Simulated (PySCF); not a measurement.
# Static response to an electric field

Species: C₄H₁₂Si₃.
Geometry (GFN2-xTB, Å), atoms numbered from 1 in this order:
```
atom  x, y, z in Å
C1    -2.816   -0.562    0.418
C2    -1.437   -0.069    0.118
C3    -0.674   -0.569   -0.859
Si4    1.058    0.136   -1.088
Si5    2.740   -1.372   -0.596
C6     0.950    1.562    0.190
Si7   -0.676    1.323    1.147
H8    -2.854   -0.965    1.430
H9    -3.527    0.263    0.370
H10   -3.129   -1.337   -0.280
H11   -1.046   -1.375   -1.483
H12    1.154    0.697   -2.454
H13    2.658   -1.911    0.765
H14    2.734   -2.531   -1.494
H15    4.074   -0.774   -0.717
H16    0.960    2.528   -0.309
H17    1.806    1.563    0.862
H18   -1.537    2.514    1.158
H19   -0.449    0.887    2.533
```

Level: CAM-B3LYP/def2-SVPD (PySCF), static field, nuclei fixed, core orbitals frozen in the response. The polarisability tensor in these axes (au):

```
x   146.43 -10.60 -16.01
y   -10.60 120.00  11.78
z   -16.01  11.78 118.70
```

**Question.** Diagonalise the tensor; give its mean and Δα, where Δα² is half the sum of the squared differences of the eigenvalues.

**Answer.** Principal values 106.80, 119.08 and 159.25 au; mean 128.38 au = 19.02 Å³ = 21.17 × 10⁻⁴⁰ C²·m²/J; Δα = 47.51 au (37 % of the mean).

**Question.** What is the dipole moment, and where does it point?

**Answer.** (-0.68, 0.21, 0.12) D, 0.72 D in size, pointing from the negative to the positive side. Measured along this direction, the outermost atoms are H15 at the negative end and H9 at the positive end.

**Question.** Give the principal axes and the span of the nuclei along them.

**Answer.** Largest value along (0.83, -0.35, -0.43), where the nuclei span 7.15 Å; middle along (0.53, 0.74, 0.42), 5.23 Å; least along (0.17, -0.58, 0.80), 4.33 Å. The response follows the extents in order.

**Question.** Refractivity n − 1 of an ideal gas of it at 400 K and 1 atm, from the electronic α?

**Answer.** N = p/kT = 1.8347 × 10¹⁹ cm⁻³, so n − 1 = 2π × N × 19.02 × 10⁻²⁴ cm³ = 2193 × 10⁻⁶ at long wavelengths.

**Question.** Form Σ f/ω² (atomic units) for the 8 lowest TDDFT singlets, given as eV and f, and set it beside the mean polarisability, which is this sum over all singlets: 6.16, 0.0932; 6.33, 0.1505; 6.69, 0.0333; 6.75, 0.0676; 7.03, 0.0068; 7.26, 0.0171; 7.34, 0.0512; 7.38, 0.0762.

**Answer.** They add up to 8.34 au, 6.5 % of the 128.38 au; the largest single term is 2.78 au, from the state at 6.33 eV. Terms in order: 1.82, 2.78, 0.55, 1.10, 0.10, 0.24, 0.70, 1.04 au. Higher excitations give the rest. The strengths listed sum to 0.496.

Geometry: GFN2-xTB, one conformer, isolated molecule.
